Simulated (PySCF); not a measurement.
Species: C6H12BNO.
Bonds: C1–C2, C2–O3 (double), C2–N4, N4–B5, B5–C6, C6–C7, C7–C8, C8–C9, B5–C9. Hydrogens: H10, H11, H12 on C1; H13 on N4; H14, H15 on C6; H16, H17 on C7; H18, H19 on C8; H20, H21 on C9.

The closed-shell ground state was solved at several levels (PySCF, density fitting, gas phase, non-relativistic). One conformer (not necessarily the lowest) at the PBE0-D3(BJ)/def2-SVP geometry, without solvent, vibrations or thermal averaging.

| level | basis functions | HOMO (eV) | LUMO (eV) | gap (eV) | dipole (D) |
| --- | --- | --- | --- | --- | --- |
| CAM-B3LYP/pcSseg-1 | 213 | -8.98 | 0.71 | 9.69 | 3.56 |
| CAM-B3LYP/def2-SVPD | 279 | -9.05 | 0.59 | 9.64 | 3.54 |

Task: Estimate the row for PBE0/pcSseg-1, a basis of 213 functions; the other rows only guide the guess.

Result: HOMO -7.53 eV, LUMO -0.47 eV, gap 7.06 eV, dipole 3.50 D.

Task: Over all these levels, which gives the widest orbital gap and which the narrowest?

Result: CAM-B3LYP/pcSseg-1 (range-separated hybrid) has the widest, 9.69 eV, and PBE0/pcSseg-1 (global hybrid, 25 % exact exchange) the narrowest, 7.06 eV. The two share the basis. From the narrowest to the widest the HOMO moves by -1.45 eV and the LUMO by +1.18 eV.

Task: How far do the dipole and the HOMO energy spread over the levels?

Result: The dipole runs from 3.50 to 3.56 D (mean 3.53 D) and the HOMO from -9.05 to -7.53 eV.
